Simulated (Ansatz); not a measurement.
One change: `F[B](F)[AlH2]` becomes `FB(F)F`.

Ansatz, PBE0-D4/def2-TZVP geometries, multiplicity 1. 

| property | `F[B](F)[AlH2]` |
| --- | --- |
| HOMO energy (B3LYP/def2-TZVPP) / eV | -7.96 |
| size of the dipole moment (B3LYP/def2-TZVPP) / D | 0.96 |
| HOMO energy (PBE/def2-TZVPP) / eV | -6.86 |
| LUMO energy (B3LYP/def2-TZVPP) / eV | -2.24 |
| HOMO energy (PBE0/def2-TZVPP) / eV | -8.15 |
| HOMO–LUMO gap (PBE/def2-TZVPP) / eV | 4.07 |

Question: Give the same properties after the change, and the shifts. (An estimate is asked.)

Answer: Computed: 
| property | `FB(F)F` | shift |
| --- | --- | --- |
| HOMO energy (B3LYP/def2-TZVPP) / eV | -11.89 | -3.93 |
| size of the dipole moment (B3LYP/def2-TZVPP) / D | 0.00 | -0.96 |
| HOMO energy (PBE/def2-TZVPP) / eV | -9.99 | -3.13 |
| LUMO energy (B3LYP/def2-TZVPP) / eV | 0.05 | 2.29 |
| HOMO energy (PBE0/def2-TZVPP) / eV | -12.22 | -4.07 |
| HOMO–LUMO gap (PBE/def2-TZVPP) / eV | 9.65 | 5.58 |

With PBE0 the HOMO falls by 4.07 eV and the LUMO rises by 2.48 eV, so the gap widens by about 6.55 eV. PBE moves the HOMO by -3.13 eV and ωB97M-V by -4.45 eV. The zero-point energy changes by -25.6 kJ/mol with -6 modes.

B3LYP here is the variant with VWN-RPA as its local correlation; programs differ in this.
